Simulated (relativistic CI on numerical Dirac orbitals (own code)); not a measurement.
Radial Dirac CI calculation of Mg²⁺.

Command:

```sh
python run_levels.py task.json out
```

Input:

```
atom Mg  Z=12  charge=2  electrons=10
nucleus A=24  rms_radius_fm=3.0570
hamiltonian dirac-coulomb  breit=on  qed=on  c_scale=1
orbitals kli  potential=per-configuration
slater_scale 1
correlation none
mixing on
grid step=0.0125 r_max=24.9
scf mixing=0.1 start=green max_iterations=150 tolerance=2e-08 node_fill=0.05
configurations
  [He] 2s2 2p6
end
```

Output:

```
SCF 1: [He] 2s2 2p6
 iter      energy (Ha)   residual   last orbital (Ha)
    1      -195.830931   1.25e+00     -5.60918
    2      -196.642521   1.08e+00     -5.19375
    3      -199.090917   1.16e-01     -2.88085
    4      -199.137747   9.25e-02     -3.18245
    5      -199.147479   7.66e-03     -2.97387
    6      -199.147596   2.79e-03     -2.99552
    7      -199.147597   2.86e-04     -2.98999
    8      -199.147598   2.06e-04     -2.99014
    9      -199.147600   4.55e-06     -2.99051
   10      -199.147600   1.36e-07     -2.99052
   11      -199.147600   2.58e-08     -2.99052
   12      -199.147600   3.71e-09     -2.99052
orbital energies (Ha): 1s -47.4802  2s -4.2330  2p1/2 -3.0011  2p3/2 -2.9905
configuration averages (Ha): Dirac-Coulomb, Breit, QED
  2p6                           -199.147600    0.031732    0.020558
levels: no., configuration, term, J, E (cm-1), weight
   1 2p6                    1S   0                0.0  1.00
lowest total energy -199.095310 Ha
end: converged
```

Against the reference input this run has: SCF mixing 0.1. The reference run ends at -199.095310 Ha with Breit and QED terms. The change (SCF mixing 0.1) leaves the energy and the levels as they were.
